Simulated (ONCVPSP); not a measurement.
**Potentials for C compared**

Generated with ld1.x 7.5 (TM, RRKJ, ultrasoft, PAW), atompaw 4.2 or ONCVPSP 4.0.1. The cutoff is in Ry: for ld1.x and atompaw files where the sum of valence levels is converged to 10 mRy in a Bessel basis, for ONCV files where the hardest occupied wave has 1 mHa per electron of residual kinetic energy. The error is the largest all-electron minus pseudo excitation energy over each file’s own four to seven test configurations (ionisations up to +4, promotions, holes and added fractions of an electron), all of which were solved. The labels leave out finer settings (local radius, basis sizes, second energies), which also bear on the numbers. Spin-polarised tests are not counted. The rows are a selection from randomly drawn settings: files with unsolved tests, undetermined cutoffs or missed reference levels are left out.

| potential | cutoff (Ry) | largest error (meV) | bound ghosts |
| --- | --- | --- | --- |
| ONCV, PW91, scalar-relativistic, rc 1.10/1.80/1.60 (spd), local smoothed, core correction yes, reference 2s2 2p2, qcut 5.6/9.6/7, projectors 2/1/1 | 43 | +305 | none |
| ONCV, PBEsol, scalar-relativistic, rc 1.10/1.70 (sp), local smoothed, core correction no, reference 2s2 2p2, qcut 5.4/7.9, projectors 3/2 | 63 | +359 | none |
| ONCV, PBEsol, scalar-relativistic, rc 1.15/1.80/1.85 (spd), local smoothed, core correction yes, reference 2s2 2p2, qcut 5/8.8/5, projectors 2/2/2 | 60 | +316 | none |
| ONCV, PBEsol, scalar-relativistic, rc 1.20/3.00/2.40 (spd), local s, core correction no, reference 2s2 2p2, qcut 4.2/5.2/4.7, projectors 0/1/2 | 124 | +1687 | none |
| ONCV, PBE, scalar-relativistic, rc 1.30/1.65 (sp), local smoothed, core correction yes, reference 2s2 2p1.5, qcut 4.9/7.3, projectors 1/2 | 37 | +351 | none |
| ONCV, PBEsol, scalar-relativistic, rc 1.05/1.50 (sp), local s, core correction yes, reference 2s2 2p2, qcut 5.7/5.5, projectors 0/3 | 42 | +433 | none |
| ONCV, LDA (Perdew-Wang 92), scalar-relativistic, rc 1.00/2.20/2.05 (spd), local smoothed, core correction yes, reference 2s2 2p1, qcut 5.1/5.8/5, projectors 2/2/2 | 79 | +514 | none |

(1) Fill in the row for C: ONCV, LDA (Perdew-Zunger), scalar-relativistic, rc 1.25/2.75/2.45 (spd), local s, core correction yes, reference 2s2 2p2, qcut 4.8/6/3.8, projectors 0/2/2.

Answers

(1) cutoff 69 Ry, largest error +1412 meV, bound ghosts: none.
